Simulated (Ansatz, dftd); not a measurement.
Reaction: BNH4 (SMILES BN) → BNH3 (SMILES [NH]B, doublet) + H (doublet) (the H-N bond breaks)
Each species at its own B3LYP-D3(BJ)/def2-TZVP minimum (Ansatz, an electronic-structure program).

Property: bond dissociation energy (electronic), in kcal/mol. Radicals and triplets start from unrestricted determinants; spin-orbit coupling is neglected. Cores are frozen in correlated methods. Rows without X2C or -DK are non-relativistic. CBS(X,Y): correlation extrapolated as X^-3, Hartree-Fock from the larger set. A bracket is a step between two methods taken in the basis named. The functionals are non-relativistic, so their misses hold any scalar relativity. Double hybrids freeze cores in their MP2 part. 'core' is core correlation in cc-pwCVTZ, 'X2C' scalar relativity in cc-pVTZ-DK, both at CCSD(T). For partners of very few electrons the exact lower level stands in for a higher one.

Compared with CCSD(T)/CBS(cc-pVTZ,cc-pVQZ) + [CCSDT(Q) - CCSD(T)]/cc-pVTZ + [CCSDTQ - CCSDT(Q)]/cc-pVDZ + core + X2C (Ansatz): 122.4 kcal/mol.

Costs are rough ratios of core time, to one figure, on one kind of shared machine, summed over the single points of the molecules; atoms, geometries and frequencies are left out. The first row took roughly 2 core seconds; short runs hold start-up time.

```csv
level,program,cost relative to the first row,difference (kcal/mol)
PBE-D4/def2-TZVPD,Ansatz + dftd4,1,-7.9
r2SCAN/def2-TZVPD,Ansatz,2,-8.0
B2GP-PLYP-D3(BJ)/def2-TZVPD,Ansatz + dftd3,2,-2.1
wB97X-V/def2-TZVPD,Ansatz,3,-2.1
CCSDT(Q)/cc-pVDZ,Ansatz,20,-5.7
CCSDT(Q)/cc-pVTZ,Ansatz,400,-1.6
CCSDTQ/cc-pVDZ,Ansatz,1000,-5.7
```

The dearest row costs roughly 1000 times the first. Costs within a factor of two don't rank. The table holds for this case alone.
